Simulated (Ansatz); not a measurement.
Cost and result up the ladder for Sn₂₃H₃₂ (55 atoms). Charge 0, multiplicity 1. Geometry: PBE-D4/def2-SVP.

```xyz
55

Sn   -2.1652    4.5722   -2.4649
Sn   -4.6169    2.5354    0.9210
Sn    2.3026    3.3031   -3.2759
Sn    4.6097    1.9290    0.7365
Sn   -0.0092    2.2671    0.8728
Sn   -2.5612   -0.3401   -2.1299
Sn    2.0653   -0.3355   -2.0229
Sn   -0.3652   -2.4787    1.2323
Sn   -4.9713   -2.1076    1.2435
Sn    4.2417   -2.9114    1.0197
Sn    1.5987   -4.8983   -2.1454
Sn    0.3522    4.1070   -1.2582
Sn   -2.2912    2.5779    2.5129
Sn   -4.4258    4.7632   -0.7952
Sn   -4.8150    0.1061   -0.4970
Sn    2.3525    2.1068    2.4230
Sn    4.4065    3.8426   -1.3414
Sn    4.4761   -0.5797   -0.5593
Sn   -2.6754   -2.3526    2.8546
Sn    2.0031   -2.8027    2.7305
Sn   -0.2918   -0.2108   -0.4581
Sn   -0.6503   -4.7113   -0.4700
Sn    3.9607   -5.1695   -0.6456
H    -2.1011    6.0376   -3.4059
H    -2.5045    3.2979   -3.6007
H    -6.0284    2.6430    1.9419
H     6.0801    1.9312    1.6781
H    -2.4304    0.8145   -3.4187
H    -2.6414   -1.9246   -2.8421
H     2.1560    1.4370   -2.5988
H     1.9703   -1.0159   -3.6240
H    -6.3875   -2.0151    2.2463
H    -5.1002   -3.5663    0.3071
H     5.7022   -3.0475    1.9639
H     1.7185   -3.4048   -3.0311
H     1.4474   -6.1627   -3.3273
H     0.7356    5.6161   -0.4588
H    -2.1893    4.1163    3.3184
H    -2.3084    1.3564    3.7500
H    -4.3094    6.1703    0.2193
H    -5.8951    4.9239   -1.7120
H    -6.2560    0.1270   -1.4800
H     2.4779    3.5654    3.3634
H     2.2603    0.7875    3.5536
H     4.2235    5.3667   -0.5102
H     6.0128    3.9067   -2.0270
H     5.7580   -0.8181   -1.7195
H    -2.5483   -1.0310    3.9716
H    -2.7485   -3.8182    3.7880
H     2.1630   -1.5352    3.9045
H     1.8997   -4.3104    3.5930
H    -2.0978   -4.5468   -1.4158
H    -0.8001   -6.1743    0.4549
H     5.3387   -5.3313   -1.6897
H     3.8718   -6.6074    0.3246
```

Ansatz on 11 threads of AMD EPYC 7R13 on a shared host and a whole NVIDIA H100 80GB HBM3. Times are rough, and most runs start from the orbitals of an earlier one. PBE0-D4/def2-TZVP serves as the yardstick here, not as an exact answer. Differences are given only for rows in sets of like size (and for xTB, whose basis is part of the method), since another set adds its own error. Binding counts from free atoms at the same level (Sn triplet, H doublet; other spins of the atoms weren't run), without zero-point energy or a counterpoise term.

In the def2 sets Sn takes a core potential; there is no spin–orbit coupling. Correlated methods freeze 92 core orbitals; core or outer-core shells of Sn are correlated, in sets that lack core-valence functions. The rows differ in basis, and correlated rows in double-zeta sets carry the largest basis error. Single mean-field runs in def2-SVP, def2-TZVP are fitted with def2-universal-jkfit.

Correlated methods converge slowly with the basis, most of all in double-zeta sets.

```csv
level,functions,wall time,binding energy per atom (eV),difference from PBE0-D4/def2-TZVP (eV)
PBE-D4/def2-SVP,758,6.5 s,2.44,–
PBE0-D4/def2-SVP,758,8.5 s,2.44,–
PBE-D4/def2-TZVP,1342,9.5 s,2.46,0.00
r2SCAN-D4/def2-TZVP,1342,12 s,2.46,0.01
BLYP-D4/def2-TZVP (with forces),1342,13 s,2.41,-0.04
MP2/def2-SVP,758,15 s,2.25,–
PBE0-D4/def2-TZVP (with forces),1342,21 s,2.45,0.00
```
